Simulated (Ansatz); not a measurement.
Gas-phase electronic energies from Ansatz, PBE0-D4/def2-TZVP geometries. CBS: MP2 limit from def2 TZ/QZ plus the TZ coupled-cluster correction, frozen cores. This one scheme is used for every species, atoms too. DFT in def2-TZVPP. HSE06 is defined as in plane-wave codes. No spin–orbit coupling; open shells (•) take unrestricted orbitals. Spin–orbit coupling would lower the free atoms: a little for Cl. One conformer a species, not always the lowest.

Reaction (homolysis of the Cl–Si bond): `F[SiH](F)O[SiH2]Cl` → Cl• + `F[SiH](F)O[SiH2]`•

`F[SiH](F)O[SiH2]Cl`:

```xyz
9

F     1.802   -1.439   -0.458
Si    1.442    0.093   -0.595
F     2.625    0.915    0.051
O     0.103    0.412    0.237
Si   -1.407    0.036    0.715
Cl   -2.445   -0.765   -0.857
H     1.318    0.442   -2.011
H    -2.082    1.280    1.130
H    -1.356   -0.975    1.789
```

`F[SiH](F)O[SiH2]`•:

Cartesian coordinates in Å:
```
F 2.079 -0.117 -0.728
Si 0.578 -0.408 -1.132
F 0.443 -1.976 -1.285
O -0.411 0.113 0.017
Si -0.893 0.228 1.588
H 0.281 0.236 -2.412
H -2.205 0.929 1.597
H 0.128 0.996 2.356
```

```tsv
level	ΔE (kJ/mol)	difference from CCSD(T)/CBS
PBE-D4	477.7	-14.8
BLYP-D4	459.8	-32.7
B97M-V	491.5	-1.0
PBE0-D4	477.6	-14.9
BHLYP-D4	464.8	-27.7
B2PLYP	470.9	-21.6
r2SCAN0	470.9	-21.6
HSE06	473.0	-19.5
HF/def2-QZVPP	372.7	-119.8
MP2/CBS(def2)	513.8	21.3
CCSD(T)/CBS	492.5	0
```

Largest T1 diagnostic among the species: 0.013.

At CCSD(T), def2-SVP lies −50.0 kJ/mol from the extrapolated value and def2-TZVPP −19.0 kJ/mol: correlation converges slowly with the basis, and small sets miss more of it in the bonded molecule than in its fragments. From r2SCAN to r2SCAN0 (25 % exact exchange), in def2-TZVPP and without D4, ΔE moves by −4.7 kJ/mol: exact exchange takes away binding that semilocal exchange gives to molecules.

CCSD(T)/CBS has its own doubt, a few kJ/mol and more with outer-core shells, so smaller differences from it don't rank the levels.
